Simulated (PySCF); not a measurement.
All values below come from ωB97X-D3(BJ)/def2-TZVP // B3LYP-D3(BJ)/def2-SVP (PySCF 2.14.0). All species are isolated molecules in the gas phase. One relaxed conformer stands for a flexible species; it need not be the lowest. Delta-SCF ions had no search for a lower state. 

Reference species (SMILES): `[SnH4]` (neutral, multiplicity 1).

```
Property                                    Value
--------------------------------------  ---------
HOMO–LUMO gap                            14.02 eV
vertical ionisation energy (Delta-SCF)   11.82 eV
HOMO                                    -11.63 eV
```

Changed species: `[Sn]([CH2]C)([CH2]C)([CH2]C)[CH2]C` (0 of 4 C2H5 replaced by H; the reference has 4 of 4 C2H5 replaced by H).

Task: Give the shifts of the HOMO–LUMO gap, vertical ionisation energy (Delta-SCF) and HOMO.

Result: the HOMO–LUMO gap falls by 2.32 eV, to 11.70 eV; the vertical ionisation energy (Delta-SCF) decreases by 2.83 eV, to 8.99 eV; the HOMO increases by 2.31 eV, to -9.32 eV.
